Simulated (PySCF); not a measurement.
Computed IR spectrum (relative IR intensity) of a molecule C₃H₈OSi. Geometry optimised at PBE-D3(BJ)/def2-SVP. One conformer was computed; it need not be the lowest. Calculation: PBE-D3(BJ)/def2-SVP in PySCF. Frequencies are harmonic and unscaled.

Lines under 2 % of the strongest are left out, and lines within 2 cm⁻¹ are merged.

```json
[
 {"ν (cm⁻¹)": "348", "relative intensity": "44"},
 {"ν (cm⁻¹)": "400", "relative intensity": "17"},
 {"ν (cm⁻¹)": "607", "relative intensity": "11"},
 {"ν (cm⁻¹)": "640", "relative intensity": "16"},
 {"ν (cm⁻¹)": "747", "relative intensity": "3.1"},
 {"ν (cm⁻¹)": "850", "relative intensity": "8.5"},
 {"ν (cm⁻¹)": "865", "relative intensity": "10"},
 {"ν (cm⁻¹)": "884", "relative intensity": "100"},
 {"ν (cm⁻¹)": "894", "relative intensity": "6.8"},
 {"ν (cm⁻¹)": "911", "relative intensity": "16"},
 {"ν (cm⁻¹)": "914", "relative intensity": "15"},
 {"ν (cm⁻¹)": "965", "relative intensity": "10"},
 {"ν (cm⁻¹)": "1010", "relative intensity": "3.9"},
 {"ν (cm⁻¹)": "1026", "relative intensity": "8.5"},
 {"ν (cm⁻¹)": "1196", "relative intensity": "37"},
 {"ν (cm⁻¹)": "1212", "relative intensity": "8.6"},
 {"ν (cm⁻¹)": "1297", "relative intensity": "11"},
 {"ν (cm⁻¹)": "1367", "relative intensity": "2.9"},
 {"ν (cm⁻¹)": "2146", "relative intensity": "42"},
 {"ν (cm⁻¹)": "2155", "relative intensity": "55"},
 {"ν (cm⁻¹)": "2174", "relative intensity": "50"},
 {"ν (cm⁻¹)": "3056", "relative intensity": "3.8"},
 {"ν (cm⁻¹)": "3680", "relative intensity": "11"}
]
```

Task: Which molecule gave these data?
A) OC1([SiH3])CC1
B) C=COC[SiH3]
C) C[C@H]1OC[SiH2]1
D) C=CCO[SiH3]

Result: A, OC1([SiH3])CC1
